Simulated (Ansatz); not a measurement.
Born–Oppenheimer molecular dynamics of ClF$_{3}$H$_{3}$NTa (9 atoms, charge 0, multiplicity 2). It starts at the highest image of a converged band. Of that band: The profile has 2 maxima (images 2, 6) with wells between them (image 5): this band takes more than one step, which may be the mechanism or a detour left from its start path. A structure lower than the last end lies on the path between it and the top, so the climb from that side starts below the end, which may itself be a saddle point or a shallow side well. A vibrational analysis at the climbing image gives one clearly imaginary mode, 93i cm⁻¹: a first-order saddle point.

Level of theory: UHF/def2-SVP (Ansatz).

* ensemble: NVE (velocity Verlet)
* time step: 0.5 fs
* steps asked: 200
* starting velocities drawn for: 300 K
* seed: 9426

Frames 0.5 fs apart, positions in Å.

Velocities at 80 fs (Å/ps):

```
Ta -0.11 0.66 -0.15
Cl 1.40 -0.30 0.54
F 2.52 -5.01 2.19
N -3.93 -1.77 2.86
H 0.42 -2.67 -14.76
H -12.68 1.70 -18.58
F -2.10 0.87 -3.68
F 1.01 0.47 0.27
H 10.17 -11.94 25.62
```

```xyz
9
Properties=species:S:1:pos:R:3 time_fs=80 energy_less_start_eV=0.103 T=187
Ta -0.140 -0.029 -0.077
Cl 2.164 -0.381 -0.113
F -0.116 -0.337 1.807
N -0.207 -0.126 -2.035
H -0.948 -0.561 -2.509
H 0.463 0.291 -2.692
F -0.562 1.753 0.024
F -1.574 -1.177 -0.226
H 6.840 -0.189 2.228
9
Properties=species:S:1:pos:R:3 time_fs=80.5 energy_less_start_eV=0.102 T=188
Ta -0.140 -0.028 -0.077
Cl 2.165 -0.381 -0.112
F -0.115 -0.339 1.808
N -0.209 -0.126 -2.033
H -0.949 -0.564 -2.518
H 0.456 0.291 -2.700
F -0.563 1.753 0.022
F -1.574 -1.177 -0.226
H 6.846 -0.195 2.240
9
Properties=species:S:1:pos:R:3 time_fs=81 energy_less_start_eV=0.098 T=192
Ta -0.140 -0.028 -0.077
Cl 2.166 -0.381 -0.112
F -0.114 -0.342 1.809
N -0.210 -0.127 -2.032
H -0.951 -0.567 -2.527
H 0.447 0.290 -2.707
F -0.564 1.754 0.020
F -1.573 -1.177 -0.226
H 6.851 -0.201 2.253
9
Properties=species:S:1:pos:R:3 time_fs=81.5 energy_less_start_eV=0.095 T=196
Ta -0.140 -0.028 -0.077
Cl 2.166 -0.381 -0.112
F -0.113 -0.344 1.810
N -0.212 -0.128 -2.031
H -0.955 -0.571 -2.538
H 0.437 0.288 -2.712
F -0.565 1.754 0.018
F -1.573 -1.177 -0.226
H 6.856 -0.207 2.266
9
Properties=species:S:1:pos:R:3 time_fs=82 energy_less_start_eV=0.094 T=196
Ta -0.140 -0.027 -0.077
Cl 2.167 -0.381 -0.112
F -0.111 -0.347 1.811
N -0.213 -0.128 -2.030
H -0.958 -0.575 -2.548
H 0.425 0.285 -2.715
F -0.566 1.755 0.017
F -1.573 -1.177 -0.226
H 6.861 -0.213 2.279
9
Properties=species:S:1:pos:R:3 time_fs=82.5 energy_less_start_eV=0.099 T=191
Ta -0.140 -0.027 -0.078
Cl 2.168 -0.381 -0.111
F -0.110 -0.349 1.812
N -0.214 -0.128 -2.030
H -0.961 -0.580 -2.558
H 0.413 0.281 -2.717
F -0.567 1.756 0.015
F -1.573 -1.177 -0.225
H 6.866 -0.219 2.292
9
Properties=species:S:1:pos:R:3 time_fs=83 energy_less_start_eV=0.107 T=182
Ta -0.140 -0.027 -0.078
Cl 2.168 -0.381 -0.111
F -0.109 -0.352 1.813
N -0.215 -0.129 -2.029
H -0.963 -0.584 -2.567
H 0.400 0.276 -2.717
F -0.568 1.757 0.014
F -1.573 -1.177 -0.225
H 6.871 -0.225 2.304
9
Properties=species:S:1:pos:R:3 time_fs=83.5 energy_less_start_eV=0.118 T=170
Ta -0.140 -0.026 -0.078
Cl 2.169 -0.382 -0.111
F -0.108 -0.354 1.814
N -0.217 -0.129 -2.029
H -0.964 -0.587 -2.574
H 0.388 0.272 -2.717
F -0.569 1.758 0.012
F -1.573 -1.177 -0.224
H 6.876 -0.231 2.317
9
Properties=species:S:1:pos:R:3 time_fs=84 energy_less_start_eV=0.128 T=159
Ta -0.140 -0.026 -0.078
Cl 2.170 -0.382 -0.110
F -0.107 -0.357 1.815
N -0.218 -0.130 -2.030
H -0.963 -0.590 -2.578
H 0.377 0.268 -2.716
F -0.570 1.759 0.011
F -1.573 -1.177 -0.224
H 6.881 -0.237 2.330
9
Properties=species:S:1:pos:R:3 time_fs=84.5 energy_less_start_eV=0.135 T=152
Ta -0.140 -0.026 -0.078
Cl 2.171 -0.382 -0.110
F -0.106 -0.359 1.816
N -0.220 -0.131 -2.030
H -0.960 -0.592 -2.580
H 0.368 0.265 -2.716
F -0.572 1.760 0.009
F -1.573 -1.178 -0.223
H 6.886 -0.243 2.343
9
Properties=species:S:1:pos:R:3 time_fs=85 energy_less_start_eV=0.136 T=151
Ta -0.140 -0.025 -0.078
Cl 2.171 -0.382 -0.110
F -0.105 -0.362 1.816
N -0.222 -0.131 -2.031
H -0.956 -0.593 -2.580
H 0.362 0.263 -2.717
F -0.573 1.762 0.008
F -1.573 -1.178 -0.223
H 6.891 -0.249 2.356
9
Properties=species:S:1:pos:R:3 time_fs=85.5 energy_less_start_eV=0.131 T=156
Ta -0.140 -0.025 -0.078
Cl 2.172 -0.382 -0.110
F -0.104 -0.364 1.817
N -0.225 -0.132 -2.032
H -0.950 -0.594 -2.578
H 0.358 0.263 -2.719
F -0.574 1.763 0.006
F -1.574 -1.179 -0.222
H 6.896 -0.255 2.369
```

Of the whole run (100 fs, mean temperature of the second half 185 K): The conserved energy stayed within 0.14 meV per atom of its start (net change 0.041 meV per atom), so the integration is sound. A run of 0.1 ps of so small a system gives no equilibrium averages.

Run time: 5.1 min on 4 threads of Arm Neoverse V2, with other jobs on the host, peak memory 0.4 GiB.
